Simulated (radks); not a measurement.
Results of a calculation; reference values are marked as such.
Question: The mean radii <r> (bohr) of the occupied orbitals of an atom or ion are listed with their occupations. Code: a radial shooting solver on a logarithmic mesh with Libxc functionals. Model: Dirac Kohn-Sham, revPBE, spin-unpolarised, spherical densities, finite nucleus; Fermi nuclear charge, rms radius of each element as measured or else 0.836 A^(1/3) + 0.57 fm.

| orbital | occ. | <r> |
|---|---|---|
| 1s1/2 | 2 | 0.01899 |
| 2s1/2 | 2 | 0.07978 |
| 2p1/2 | 2 | 0.06612 |
| 2p3/2 | 4 | 0.07385 |
| 3s1/2 | 2 | 0.2082 |
| 3p1/2 | 2 | 0.1981 |
| 3p3/2 | 4 | 0.2125 |
| 3d3/2 | 4 | 0.1863 |
| 3d5/2 | 6 | 0.1908 |
| 4s1/2 | 2 | 0.4676 |
| 4p1/2 | 2 | 0.4739 |
| 4p3/2 | 4 | 0.5064 |
| 4d3/2 | 4 | 0.5265 |
| 4d5/2 | 6 | 0.5378 |
| 5s1/2 | 2 | 1.104 |
| 5p1/2 | 2 | 1.207 |
| 5p3/2 | 4 | 1.294 |
| 4f5/2 | 6 | 0.6398 |
| 4f7/2 | 7 | 0.6493 |
| 6p1/2 | 1 | 2.850 |

Name the element and its charge. Open shells, if any, fill j = l - 1/2 first.

Answer: Z = 72, hafnium, charge +4: Hf4+ in [Xe] 4f13 6p1. The 1s radius gives Z: for a bare nucleus <r> = (2 gamma + 1)/(2Z) with gamma = sqrt(1 - (Z/c)^2), 0.01876 bohr for Z = 72, and screening makes it slightly larger (0.01899 here). The occupations add up to 68, and the charge is Z minus that.
